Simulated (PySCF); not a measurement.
Electronic structure of Bi- (bismuth, charge -1) at the r2SCAN level

Configuration: [Xe] 4f14 5d10 6s2 6p4, high-spin 3P determinant. Computed with PySCF 2.14 in def2-QZVPPD with the def2 core potential (60 electrons), with a scalar-relativistic core potential.

```
Total energy                                                  : -214.7451 hartree
One-electron energy                                           : -378.5624 hartree
Hartree (Coulomb) energy                                      : 181.2240 hartree
Exchange-correlation energy                                   : -17.4067 hartree
⟨S²⟩                                                          : 2.0077
⟨L²⟩                                                          : 2.032
Sum of ⟨r⟩                                                    : 38.01 bohr
Sum of ⟨r²⟩                                                   : 90.36 bohr²
Traceless quadrupole moment −½Σ⟨3z² − r²⟩ along its main axis : -5.79 e·bohr²
Time after the integrals                                      : about 7 core-seconds
```

| shell | electrons | mean orbital energy (eV) | spread (eV) | rms radius, mean of both spins (bohr) |
| --- | --- | --- | --- | --- |
| 5s α | 1 | -154.36 | 0 | 0.894 |
| 5s β | 1 | -154.25 | 0 | 0.894 |
| 5p α | 3 | -92.797 | 0.310 | 1.02 |
| 5p β | 3 | -92.737 | 0.240 | 1.02 |
| 5d α | 5 | -21.113 | 0.408 | 1.34 |
| 5d β | 5 | -20.950 | 0.263 | 1.34 |
| 6s α | 1 | -8.904 | 0 | 2.38 |
| 6s β | 1 | -7.504 | 0 | 2.38 |
| 6p α | 3 | 0.514 | 0.912 | 3.65 |
| 6p β | 1 | 1.562 | 0 | 3.65 |

Energies and moments cover only the electrons outside the core potential. Spin-orbit coupling is strong in this species (close to jj coupling), so the high-spin LS determinant is a model state, not a physical level. At r2SCAN the highest occupied level has a positive energy, so only the finite basis holds that electron; in a semilocal or global hybrid functional this comes from self-interaction and does not mean that the real anion is unbound.
